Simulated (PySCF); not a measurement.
**Orbital picture of CaAl**

BLYP at R = 3.163 Å; basis Ca def2-SVP, Al def2-SVP; no relativity; PySCF 2.14. State: ²Π (doublet), unpaired electrons π ↑. Only the outer orbitals are listed, counted within each symmetry.

```csv
spin,orbital,occ.,ε (eV),on Ca (%),main shells (%)
α,7σ,1,-46.14,100,100 Ca s
α,3π,1,-27.67,100,100 Ca p
α,3π,1,-27.60,100,100 Ca p
α,8σ,1,-27.57,100,100 Ca p
α,9σ,1,-7.44,12,88 Al s
α,10σ,1,-3.69,69,"69 Ca s, 25 Al p"
α,4π,1,-2.78,27,"73 Al p, 20 Ca d"
α,4π,0,-2.58,29,"71 Al p, 22 Ca d"
α,11σ,0,-2.36,60,"39 Al p, 27 Ca s, 21 Ca d"
α,1δ,0,-1.41,99,97 Ca d
β,7σ,1,-46.07,100,100 Ca s
β,3π,1,-27.65,100,100 Ca p
β,3π,1,-27.51,100,100 Ca p
β,8σ,1,-27.48,100,100 Ca p
β,9σ,1,-6.99,14,86 Al s
β,10σ,1,-3.58,77,"77 Ca s, 18 Al p"
β,4π,0,-2.43,32,"68 Al p, 24 Ca d"
β,11σ,0,-2.26,53,"45 Al p, 25 Ca d, 17 Ca s"
β,4π,0,-1.98,41,"59 Al p, 34 Ca d"
```

Problem. Which are the highest filled and the lowest empty level, where do they sit, and how wide is the gap?

Solution. Highest filled α 4π at -2.78 eV (in %: 73 Al p, 20 Ca d); lowest empty α 4π at -2.58 eV (in %: 71 Al p, 22 Ca d); the gap at BLYP is 0.20 eV. Both belong to one degenerate shell, split only by its one-sided filling, so this is no excitation gap.

| Item | Value |
| --- | --- |
| bond order (Mayer) | 1.20 |
| ⟨S²⟩ | 0.769 |
| charge on Ca (Mulliken, basis-dependent) | 0.01 |
| charge on Ca (Löwdin, basis-dependent) | 0.05 |
| dipole moment (positive dipole means Ca(−)Al(+)) | -2.19 D |

The state was picked by a PBE0 search and need not be the measured ground state.
